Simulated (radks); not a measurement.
Values are calculated unless marked as measured or tabulated.
Q: Valence configurations of Ne III (all share [He]). Level of theory: scalar-relativistic Kohn-Sham, LDA (Slater exchange, Perdew-Wang correlation), spin-unpolarised, spherical densities, finite nucleus; Fermi nuclear charge, rms radius 3.0055 fm (a radial shooting solver on a logarithmic mesh with Libxc functionals). Order these by energy: 2s1.5 2p4.5; 2p6; 2s1 2p5; 2s0.5 2p5.5; 2s2 2p4.

A: From the lowest, in eV above it: 2s2 2p4 0.000; 2s1.5 2p4.5 11.397; 2s1 2p5 22.829; 2s0.5 2p5.5 34.296; 2p6 45.795. NIST lists [He] 2s2 2p4 as the ground configuration; this level of theory agrees among the configurations tried. The energies are those of spherical spin-averaged densities, not of single terms.
